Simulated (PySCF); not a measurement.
C₇H₇ClO.
Z-matrix (Å and degrees, GFN2-xTB geometry), rows numbered from 1:
```
C 
O   1  1.4092
C   2  1.3527  1  115.63
C   3  1.3502  2  131.77  1    -0.12
C   4  1.4522  3  108.15  2  -179.96
C   5  1.3465  4  110.04  3     0.02
C   6  1.4533  5  107.94  4    -0.00
C   7  1.3372  3  124.03  2     0.00
Cl  8  1.7023  7  123.51  3   179.90
H   1  1.0882  2  106.32  3  -179.94
H   1  1.0944  2  111.03  3    60.84
H   1  1.0944  2  111.01  3   -60.68
H   4  1.0734  3  128.00  2     0.10
H   5  1.0750  4  123.23  3   179.95
H   6  1.0724  5  128.01  4  -179.98
H   8  1.0800  7  121.82  3    -0.06
```

The closed-shell SCF was solved with PySCF and density fitting under several settings on one GFN2-xTB geometry (grid level 2 and gas phase unless stated).

```csv
settings,basis functions,SCF cycles,E (Eh),HOMO (eV),LUMO (eV),dipole (D)
PBE0/pcSseg-1,195,14,-805.7005,-5.87,-1.95,2.30
PBE0/def2-SVPD,246,15,-805.3921,-5.90,-2.01,2.20
"PBE0/pcSseg-1, IEF-PCM chloroform, damping 0.2 at the start, DIIS from the seventh cycle",195,17,-805.7054,-5.93,-2.01,2.70
"PBE0/IGLO-II, IEF-PCM chloroform, grid level 1, level shift 0.3 Eh",253,17,-805.8192,-5.86,-1.94,2.43
"B97-2/pcSseg-1, start guess huckel",195,16,-806.1671,-5.62,-1.98,2.29
"PBE0/6-31G, fitting basis def2-qzvpp-jkfit, start guess vsap",99,16,-805.6240,-5.68,-1.69,2.61
```

Problem. Estimate the rows for these settings: (1) wB97X-D/STO-3G, IEF-PCM methanol; (2) PBE0/pcSseg-0.

Solution. 
| settings | basis functions | SCF cycles | E (Eh) | HOMO (eV) | LUMO (eV) | dipole (D) |
| --- | --- | --- | --- | --- | --- | --- |
| wB97X-D/STO-3G, IEF-PCM methanol | 56 | 13 | -796.8877 | -5.44 | 2.20 | 3.18 |
| PBE0/pcSseg-0 | 99 | 14 | -804.4458 | -5.97 | -2.00 | 2.72 |

Problem. Over all rows, what range does the HOMO–LUMO gap span?

Solution. From 3.64 eV (B97-2/pcSseg-1, start guess huckel) to 7.64 eV (wB97X-D/STO-3G, IEF-PCM methanol). The functional of the narrowest has 21 % exact exchange, that of the widest range-separated exact exchange.

Problem. Compare two rows with the functional PBE0: PBE0/pcSseg-1, IEF-PCM chloroform, damping 0.2 at the start, DIIS from the seventh cycle and PBE0/IGLO-II, IEF-PCM chloroform, grid level 1, level shift 0.3 Eh. Which energy is lower, and by how much?

Solution. PBE0/IGLO-II, IEF-PCM chloroform, grid level 1, level shift 0.3 Eh (253 functions) lies 0.1138 Eh or 71 kcal/mol below PBE0/pcSseg-1, IEF-PCM chloroform, damping 0.2 at the start, DIIS from the seventh cycle (195 functions).

wB97X-D ran without the empirical dispersion term, which would shift the total energy alone. Cycle counts include a coarse-grid stage where the run had one. The species at its GFN2-xTB geometry (one conformer only).
